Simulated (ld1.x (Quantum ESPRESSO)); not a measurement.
## What one change does to a pseudopotential (hydrogen (H), ultrasoft)

| Item | Value |
| --- | --- |
| Element | hydrogen (H) |
| Generator | ld1.x (Quantum ESPRESSO) 7.5 |
| Type | ultrasoft |
| Functional | LDA (PZ) |
| Relativity | scalar-relativistic |
| Frozen core | none |
| Valence charge | 1 |
| Reference configuration | 1s1 |
| Partial waves | 1s (bound): rcut 0.60, rcutus 0.75 bohr; 1s channel at 2.1 Ry: rcut 0.60, rcutus 0.75 bohr |
| Local potential | all-electron potential smoothed inside 0.60 bohr (lloc = -1) |
| Core correction | none |
| Augmentation charge | PSQ, radius 0.65 bohr |

All-electron outer shells of the reference configuration (LDA (PZ), scalar-relativistic, ld1.x):

```csv
shell,level (eV),outermost node (bohr),outermost maximum (bohr)
1s,-6.36,–,1.05
```

Change: waves 1s (bound): rcut 0.60, rcutus 0.70 bohr; 1s channel at 2.1 Ry: rcut 0.60, rcutus 0.70 bohr.

Cutoffs: the cutoffs (Ry, on a coarse ladder) from which the occupation-weighted sum of valence levels, in a spherical-Bessel basis at the reference potential, stays within 10 and 1 mRy of its value at 400 Ry; they do not see the model core or the augmentation charge, which bear on the density cutoff. Errors are all-electron minus pseudo energies relative to the spin-unpolarised reference configuration.

Predict the effect on cutoff, ghosts and configuration errors.

The potential gets harder (25 Ry and 50 Ry → 30 Ry and 55 Ry); the errors of the 3 common tests hardly move; neither file shows a bound ghost. A smaller radius makes the pseudo-wave follow the all-electron one further in, where it bends more sharply, so more plane waves are needed.

| quantity | base | changed |
| --- | --- | --- |
| cutoff, loose | 25 Ry | 30 Ry |
| cutoff, tight | 50 Ry | 55 Ry |
| bound ghosts | none | none |
| error for 1s0.5, meV [ΔE 4.64 eV] | 0.0 | -0.1 |
| error for 1s1 (spin-polarised), meV [ΔE -0.90 eV] | 0.0 | +0.1 |
| error for 1s0.5 (spin-polarised), meV [ΔE 4.26 eV] | -0.1 | 0.0 |
| lowest overlap eigenvalue by channel | s 0.99 | s 0.99 |
